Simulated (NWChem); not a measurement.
System: CH₃Si, doublet; SMILES C=[SiH]

Input file for NWChem:

```
start job
memory heap 200 mb stack 700 mb global 900 mb
geometry units angstroms noautoz
  C     -0.041803     1.115534    -0.067606
  Si    -0.100184    -0.585324     0.225548
  H     -0.925002     1.771532    -0.033104
  H      0.922551     1.602249    -0.302705
  H      1.150350    -1.441124     0.162816
end
basis spherical
  C library aug-cc-pvdz
  Si library aug-cc-pvdz
  H library aug-cc-pvdz
end
dft
  odft
  mult 2
  xc xpbe96 cpbe96
  iterations 150
end
tddft
  cis
  nroots 6
end
task tddft energy
```

NWChem printed, in part:

```
             Northwest Computational Chemistry Package (NWChem) 7.3.0
             --------------------------------------------------------

 CS  symmetry detected

                             Geometry "geometry" -> ""
                             -------------------------

 Output coordinates in angstroms (scale by  1.889725989 to convert to a.u.)

  No.       Tag          Charge          X              Y              Z
 ---- ---------------- ---------- -------------- -------------- --------------
    1 C                    6.0000     0.00739368     1.11156291     0.00000000
    2 Si                  14.0000    -0.09435623    -0.61236061     0.00000000
    3 H                    1.0000    -0.87101985     1.77485311     0.00000000
    4 H                    1.0000     0.99614147     1.60604506     0.00000000
    5 H                    1.0000     1.15150352    -1.47722708     0.00000000

 Effective nuclear repulsion energy (a.u.)      44.0431914838

      Symmetry information
      --------------------

 Group name             Cs
 Group number              2
 Group order               2
 No. of unique centers     5

  pbe96 is a nonlocal functional; adding pw91lda local functional.

                                 NWChem DFT Module
                                 -----------------

 Summary of "ao basis" -> "ao basis" (spherical)
 ------------------------------------------------------------------------------
       Tag                 Description            Shells   Functions and Types
 ---------------- ------------------------------  ------  ---------------------
 C                        aug-cc-pvdz                9       23   4s3p2d
 Si                       aug-cc-pvdz               11       27   5s4p2d
 H                        aug-cc-pvdz                5        9   3s2p

      Symmetry analysis of basis
      --------------------------

        a'         56
        a"         21

            General Information
            -------------------
          SCF calculation type: DFT
          Wavefunction type:  spin polarized.
          No. of atoms     :     5
          No. of electrons :    23
           Alpha electrons :    12
            Beta electrons :    11
          Charge           :     0
          Spin multiplicity:     2
          Use of symmetry is: off; symmetry adaption is: on
          Maximum number of iterations: 150
          AO basis - number of functions:    77
                     number of shells:    35
          Convergence on energy requested:  1.00D-06
          Convergence on density requested:  1.00D-05
          Convergence on gradient requested:  5.00D-04

              XC Information
              --------------
          PerdewBurkeErnzerhof Exchange Functional  1.000
            Perdew 1991 LDA Correlation Functional  1.000 local
           PerdewBurkeErnz. Correlation Functional  1.000 non-local

             Grid Information
             ----------------
          Grid used for XC integration:  medium
          Radial quadrature: Mura-Knowles
          Angular quadrature: Lebedev.
          Tag              B.-S. Rad. Rad. Pts. Rad. Cut. Ang. Pts.
          ---              ---------- --------- --------- ---------
          C                   0.70       49          13.0       434
          Si                  1.10       88          14.0       590
          H                   0.35       45          15.0       434
          Grid pruning is: on
          Number of quadrature shells:   272
          Spatial weights used:  Erf1

      Superposition of Atomic Density Guess
      -------------------------------------

 Sum of atomic energies:        -328.00102774

      Non-variational initial energy
      ------------------------------

 Total energy =    -328.589989
 1-e energy   =    -539.386501
 2-e energy   =     166.753320
 HOMO         =      -0.174319
 LUMO         =      -0.022319

   Symmetry analysis of molecular orbitals - initial alpha
   -------------------------------------------------------

  Numbering of irreducible representations:

     1 a'          2 a"

  Orbital symmetries:

     1 a'          2 a'          3 a'          4 a'          5 a'
     6 a"          7 a'          8 a'          9 a'         10 a'
    11 a"         12 a'         13 a"         14 a'         15 a'
    16 a'         17 a'         18 a"         19 a'         20 a'
    21 a'         22 a"

   Symmetry analysis of molecular orbitals - initial beta
   ------------------------------------------------------

  Numbering of irreducible representations:

     1 a'          2 a"

  Orbital symmetries:

     1 a'          2 a'          3 a'          4 a'          5 a'
     6 a"          7 a'          8 a'          9 a'         10 a'
    11 a"         12 a'         13 a"         14 a'         15 a'
    16 a'         17 a'         18 a"         19 a'         20 a'
    21 a'         22 a"

   convergence    iter        energy       DeltaE   RMS-Dens  Diis-err
 ---------------- ----- ----------------- --------- --------- ---------
 d= 0,ls=0.0,diis     1   -329.0406810321 -3.73D+02  1.17D-02  7.71D-02
                                                     9.84D-03  6.51D-02
 d= 0,ls=0.5,diis     2   -328.7722064659  2.68D-01  2.28D-03  3.61D-01
                                                     2.27D-03  3.82D-01
 d= 0,ls=0.5,diis     3   -328.9562649551 -1.84D-01  1.71D-03  1.30D-01
                                                     1.75D-03  1.42D-01
 d= 0,ls=0.5,diis     4   -329.0339763883 -7.77D-02  7.35D-04  4.81D-02
                                                     8.42D-04  5.37D-02

 !! scf_movecs_sym_adapt:    2 vectors were symmetry contaminated

  Symmetry fudging
 d= 0,ls=0.5,diis     5   -329.0615726645 -2.76D-02  4.60D-04  2.07D-02
                                                     5.75D-04  2.32D-02
  Resetting Diis
 d= 0,ls=0.5,diis     6   -329.0740390343 -1.25D-02  3.47D-04  1.03D-02
                                                     4.04D-04  1.15D-02
 d= 0,ls=0.5,diis     7   -329.0798540935 -5.82D-03  1.02D-03  5.92D-03
                                                     1.02D-03  6.45D-03
 d= 0,ls=0.5,diis     8   -329.0848146683 -4.96D-03  4.20D-04  3.72D-03
                                                     4.01D-04  3.51D-03
 d= 0,ls=0.5,diis     9   -329.0862694549 -1.45D-03  3.73D-04  1.51D-03
                                                     3.23D-04  1.34D-03
 d= 0,ls=0.5,diis    10   -329.0869952116 -7.26D-04  2.61D-04  4.70D-04
                                                     2.19D-04  4.08D-04
 d= 0,ls=0.5,diis    11   -329.0872614622 -2.66D-04  1.38D-04  1.01D-04
                                                     1.10D-04  8.42D-05
 d= 0,ls=0.5,diis    12   -329.0873321328 -7.07D-05  7.21D-05  2.21D-05
                                                     5.34D-05  1.81D-05
 d= 0,ls=0.5,diis    13   -329.0873532747 -2.11D-05  4.16D-05  4.80D-06
                                                     3.07D-05  4.62D-06
 d= 0,ls=0.5,diis    14   -329.0873607529 -7.48D-06  2.45D-05  9.48D-07
                                                     2.07D-05  1.74D-06
 d= 0,ls=0.5,diis    15   -329.0873639185 -3.17D-06  1.48D-05  2.90D-07
                                                     1.54D-05  1.17D-06
 d= 0,ls=0.5,diis    16   -329.0873655811 -1.66D-06  1.04D-05  2.01D-07
                                                     1.30D-05  8.97D-07
 d= 0,ls=0.5,diis    17   -329.0873666276 -1.05D-06  7.10D-06  2.12D-07
                                                     1.09D-05  6.84D-07
 d= 0,ls=0.5,diis    18   -329.0873673598 -7.32D-07  5.07D-06  1.61D-07
                                                     8.14D-06  4.36D-07

         Total DFT energy =     -329.087367812130
      One electron energy =     -541.085435897724
           Coulomb energy =      195.082208575309
    Exchange-Corr. energy =      -27.127331973540
 Nuclear repulsion energy =       44.043191483826

 Numeric. integr. density =       23.000005639783

                  Occupations of the irreducible representations
                  ----------------------------------------------

[...]

                                NWChem TDDFT Module
                                -------------------

            General Information
            -------------------
           No. of orbitals :     154
            Alpha orbitals :      77
             Beta orbitals :      77
        Alpha frozen cores :       0
         Beta frozen cores :       0
     Alpha frozen virtuals :       0
      Beta frozen virtuals :       0
         Spin multiplicity :       2
    Number of AO functions :      77
        Use of symmetry is : off
      Symmetry adaption is : on
         Schwarz screening :  0.10D-07

              XC Information
              --------------
   PerdewBurkeErnzerhof Exchange Functional   1.00
     Perdew 1991 LDA Correlation Functional   1.00 local
    PerdewBurkeErnz. Correlation Functional   1.00 non-local

             TDDFT Information
             -----------------
          Calculation type : Tamm-Dancoff TDDFT
         Wavefunction type : Unrestricted
          No. of electrons :      23
           Alpha electrons :      12
            Beta electrons :      11
              No. of roots :       6
          Max subspacesize :    5200
            Max iterations :     100
               Target root :       1
           Target symmetry : none
      Symmetry restriction : off
                 Algorithm : Optimal
        Davidson threshold :  0.10D-03

    6 smallest eigenvalue differences (eV)
--------------------------------------------------------
  No. Spin  Occ  Vir  Irrep   E(Occ)    E(Vir)   E(Diff)
--------------------------------------------------------
    1    2   11   12 a"       -0.208    -0.153     1.484
    2    1   12   13 a'       -0.211    -0.085     3.429
    3    1   11   13 a"       -0.217    -0.085     3.608
    4    2   11   13 a'       -0.208    -0.069     3.761
    5    2   10   12 a'       -0.318    -0.153     4.481
    6    1   12   14 a"       -0.211    -0.017     5.278
--------------------------------------------------------

  Entering Davidson iterations
  Unrestricted

  Iter   NTrls   NConv    DeltaV     DeltaE      Time
  ----  ------  ------  ---------  ---------  ---------
    1      6       0     0.22E+00   0.10+100        9.0
    2     12       0     0.25E-01   0.81E-01       10.5
    3     18       0     0.66E-02   0.20E-02        9.7
    4     24       2     0.21E-02   0.23E-03        8.9
    5     28       4     0.45E-03   0.17E-04        8.4
    6     30       6     0.68E-04   0.55E-06        6.3
  ----  ------  ------  ---------  ---------  ---------
  Convergence criterion met

  Ground state a'       -329.087367812130 a.u.
  <S2> =   0.7638

  ----------------------------------------------------------------------------
  Root   1         a"             0.050086590 a.u.                1.3629 eV
  <S2> =   0.7692
  ----------------------------------------------------------------------------
     Transition Moments    X  0.00000   Y  0.00000   Z  0.22034
     Dipole Oscillator Strength                    0.0016211467
     Electric Quadrupole                           0.0000000003
     Magnetic Dipole                               0.0000000915
     Total Oscillator Strength                     0.0016212385

     Occ.   11 alpha a'  ---  Virt.   13 alpha a"      -0.09475
     Occ.   11 beta  a"  ---  Virt.   12 beta  a'       0.99330
  ----------------------------------------------------------------------------
  Root   2         a'             0.099756097 a.u.                2.7145 eV
  <S2> =   2.7167
  ----------------------------------------------------------------------------
     Transition Moments    X -0.01606   Y -0.10984   Z  0.00000
     Dipole Oscillator Strength                    0.0008194842
     Electric Quadrupole                           0.0000000000
     Magnetic Dipole                               0.0000000002
     Total Oscillator Strength                     0.0008194845

     Occ.   12 alpha a"  ---  Virt.   13 alpha a"      -0.72967
     Occ.   11 beta  a"  ---  Virt.   13 beta  a"       0.67614
  ----------------------------------------------------------------------------
  Root   3         a"             0.135496222 a.u.                3.6870 eV
  <S2> =   0.7595
  ----------------------------------------------------------------------------
     Transition Moments    X -0.00000   Y  0.00000   Z -0.34442
     Dipole Oscillator Strength                    0.0107155638
     Electric Quadrupole                           0.0000000435
     Magnetic Dipole                               0.0000008265
     Total Oscillator Strength                     0.0107164338

     Occ.   11 alpha a'  ---  Virt.   13 alpha a"      -0.99005
     Occ.   11 beta  a"  ---  Virt.   12 beta  a'      -0.09037
  ----------------------------------------------------------------------------
  Root   4         a'             0.163379859 a.u.                4.4458 eV
  <S2> =   0.7852
  ----------------------------------------------------------------------------
     Transition Moments    X -0.14896   Y -0.22431   Z  0.00000
     Dipole Oscillator Strength                    0.0078969722
     Electric Quadrupole                           0.0000000411
     Magnetic Dipole                               0.0000006484
     Total Oscillator Strength                     0.0078976616

     Occ.   12 alpha a"  ---  Virt.   13 alpha a"      -0.21607
     Occ.    9 beta  a'  ---  Virt.   12 beta  a'       0.06379
     Occ.   10 beta  a'  ---  Virt.   12 beta  a'       0.92452
     Occ.   11 beta  a"  ---  Virt.   13 beta  a"      -0.27470
  ----------------------------------------------------------------------------
  Root   5         a"             0.187707862 a.u.                5.1078 eV
  <S2> =   2.7284
  ----------------------------------------------------------------------------
     Transition Moments    X  0.00000   Y -0.00000   Z  0.06039
     Dipole Oscillator Strength                    0.0004563923
     Electric Quadrupole                           0.0000000012
     Magnetic Dipole                               0.0000000118
     Total Oscillator Strength                     0.0004564053

     Occ.   12 alpha a"  ---  Virt.   14 alpha a'      -0.71225
     Occ.   12 alpha a"  ---  Virt.   15 alpha a'      -0.18430
     Occ.   11 beta  a"  ---  Virt.   14 beta  a'      -0.65781
     Occ.   11 beta  a"  ---  Virt.   15 beta  a'       0.10985
     Occ.   11 beta  a"  ---  Virt.   19 beta  a'      -0.06332
  ----------------------------------------------------------------------------
  Root   6         a"             0.196222706 a.u.                5.3395 eV
  <S2> =   1.1436
  ----------------------------------------------------------------------------
     Transition Moments    X  0.00000   Y  0.00000   Z  0.70251
     Dipole Oscillator Strength                    0.0645591440
     Electric Quadrupole                           0.0000000340
     Magnetic Dipole                               0.0000000007
     Total Oscillator Strength                     0.0645591787

     Occ.   12 alpha a"  ---  Virt.   14 alpha a'      -0.67450
     Occ.   12 alpha a"  ---  Virt.   15 alpha a'       0.43000
     Occ.   12 alpha a"  ---  Virt.   17 alpha a'      -0.05373
     Occ.   12 alpha a"  ---  Virt.   19 alpha a'       0.05555
     Occ.   11 beta  a"  ---  Virt.   14 beta  a'       0.58557
     Occ.   11 beta  a"  ---  Virt.   15 beta  a'      -0.08687

              Target root =      1
          Target symmetry = none
      Ground state energy =   -329.087367812130
        Excitation energy =      0.050086590050
     Excited state energy =   -329.037281222080

  stored tddft:energy   -329.03728122207968
```

Level: PBE/aug-cc-pVDZ, spin-unrestricted, TDA. The geometry was optimised at PBE-D3(BJ)/def2-SVP, spin-unrestricted. No stability test was run on the SCF state.
